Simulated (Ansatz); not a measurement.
Gas-phase electronic energies from Ansatz, PBE0-D4/def2-TZVP geometries. CBS: MP2 limit from def2 TZ/QZ plus the TZ coupled-cluster correction, frozen cores. This one scheme is used for every species. Functionals use def2-TZVPP. Elements past krypton have def2 core potentials. For Sn outer-core shells are correlated without core-valence functions, which leaves a few kJ/mol of doubt a bond.

Consider the hydrogenolysis of the Sn–C bond: `C#[C][SnH2][CH3]` + H₂ → `[CH3][SnH3]` + acetylene.

```csv
level,ΔE (kcal/mol),difference from CCSD(T)/CBS
LDA (SPW92),-2.4,-3.9
PBE-D4,-0.2,-1.7
revPBE-D4,0.8,-0.7
r2SCANh-D4,-0.1,-1.6
BHLYP-D4,-1.0,-2.5
CAM-B3LYP-D4,-1.6,-3.1
ωB97M-V,-0.4,-1.9
PBE,-1.3,-2.8
BHLYP,-2.8,-4.3
HF/def2-QZVPP,-3.5,-5.0
CCSD(T)/CBS,1.5,0
```

What do rigid-rotor, harmonic-oscillator terms from PBE0-D4/def2-TZVP frequencies (298.15 K, 1 bar) make of the CCSD(T)/CBS value? (An estimate is asked.)

Computed: ΔZPE = +2.9 kcal/mol, ΔH = +3.4 kcal/mol, ΔS = 6 J/(mol·K), ΔG = +3.0 kcal/mol.

Largest T1 diagnostic among the species: 0.013.

The D4 term adds +1.8 kcal/mol with B3LYP and +1.0 kcal/mol with PBE0; it sums over pairs of atoms, weighted by their polarisabilities, and B3LYP, whose exchange is more repulsive, gets the larger term. From r2SCAN to r2SCAN0 (25 % exact exchange), in def2-TZVPP and without D4, ΔE moves by −0.8 kcal/mol. At CCSD(T), def2-SVP lies −3.6 kcal/mol from the extrapolated value and def2-TZVPP −0.3 kcal/mol.

B3LYP here is the variant with VWN-RPA as its local correlation; programs differ in this.
